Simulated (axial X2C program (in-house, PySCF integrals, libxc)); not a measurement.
Worked dissociation energy of PdP: PBE0, spin-free

Calculated with an in-house all-electron X2C program for linear molecules (integrals from PySCF). Spin-free means the one-electron spin-free X2C Hamiltonian. Basis: Pd dyall-cv3z [12s12p8d5f3g], P dyall-v3z [8s7p2d1f] (cores contracted in-house); Gaussian nuclei, density fitting, unrestricted open shells. Masses: Pd 105.903 u, P 30.974 u.

Molecular state: M_S = 3/2, Λ = 0 (beyond evenly filled blocks: σα, π+α, π-α).

| Item | Value |
| --- | --- |
| E(Pd) (2M_S = 0, M_L = 0) | -5045.013378 hartree |
| E(P) (2M_S = 3, M_L = 0) | -341.969706 hartree |
| E(PdP) at Re | -5387.062995 hartree |
| ωe | 388.0 cm⁻¹ |
| ωexe | 1.88 cm⁻¹ |

(1) Work out De and D0.

The state is a single determinant with fixed occupations, the lowest that a limited PBE0 search found. De is counted from the lowest determinant-based energies of the atoms at the same level, without counterpoise correction. Other states lie close and PBE0, whose exact exchange favours high spin, may order them wrongly; the determinant shown need not be the ground state. The nearest other spin-free determinant of the search, M_S = 1/2, Λ = 0, lies 0.25 eV up at the distance of the search.

Each atomic determinant is the lowest at this level and need not be a pure term. Totals compare only within one Hamiltonian and basis.

Results:

(1) De = -5045.013378 + (-341.969706) − (-5387.062995) = 0.07991 hartree = 2.175 eV. The zero-point energy is ωe/2 − ωexe/4 = 194 cm⁻¹ = 0.024 eV, so D0 = 2.151 eV.
